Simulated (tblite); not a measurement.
C5H5OS (doublet state).
Structure used (GFN2-xTB), in Å, numbered top down from 1:
```xyz
12
C5H5OS angstrom
S      2.903   -0.105    1.014
C      1.549    0.834    0.485
C      0.337    0.301    0.096
C     -0.826    0.944   -0.347
C     -1.759   -0.067   -0.609
C     -1.144   -1.253   -0.323
O      0.121   -1.050    0.105
H      2.306   -1.288    0.881
H      1.710    1.895    0.473
H     -0.954    2.000   -0.458
H     -2.762    0.057   -0.965
H     -1.479   -2.269   -0.378
```

All values are computed: GFN2-xTB (tblite) harmonic vibrations without scaling, gas phase. Against measured fundamentals such values can be off by several per cent, at times by over 20. Modes of hydrogen on sulfur can be 10 to 20 % off. One conformer, not necessarily the lowest. Open shells enter through the occupations alone, without spin polarisation, and single modes of such species can be off by tens of per cent.

Harmonic wavenumbers (cm⁻¹): 123.9, 152.4, 242.7, 285.0, 386.9, 555.0, 609.0, 630.9, 652.6, 713.4, 753.5, 821.2, 846.5, 848.4, 903.9, 948.0, 1042.0, 1092.7, 1123.1, 1181.6, 1219.1, 1309.2, 1368.9, 1469.6, 1509.4, 2437.9, 3154.3, 3169.6, 3181.4, 3195.3.

A = 7311, B = 1344, C = 1135 MHz; mass 113.006 u (most abundant isotopes); point group Cs, symmetry number 1; spin multiplicity 2.

Task: Zero-point energy?

Result: Half the sum of the wavenumbers: 17964 cm⁻¹ = 214.89 kJ/mol.

Task: What is S at 298.15 K and 1 bar for an ideal gas of classical rigid rotors and harmonic oscillators?

Result: Translation 167.81, rotation 116.14, vibration 56.05, spin (R ln 2) 5.76: S = 345.8 J/(mol K).

Task: And Cp and H(298.15 K) − H(0)?

Result: Cp = 111.83 J/(mol K), of which vibrations give 78.57 (their classical limit is 30 R = 249.4); H(298.15 K) − H(0) = 20.03 kJ/mol without the zero-point energy, 10.11 from vibrations.

Task: What must be added to the electronic energy to get the Gibbs energy at 298.15 K and 1 bar?

Result: ZPE + [H(298.15 K) − H(0)] − T·S = 214.89 + 20.03 − 103.09 = 131.83 kJ/mol.

Task: Blend soft modes into free rotors: weight 1/[1 + (100 cm⁻¹/ν̃)⁴] for the oscillator and the rest for a rotor with moment μB/(μ + B), μ = h/(8π²ν), B = 10⁻⁴⁴ kg m². What vibrational entropy results?

Result: 55.48 J/(mol K) in place of 56.05, which changes −T·S at 298.15 K by +0.17 kJ/mol.

Hindered rotation and anharmonicity are outside this model. Other conformers, if any are populated, would add a mixing term that is left out.
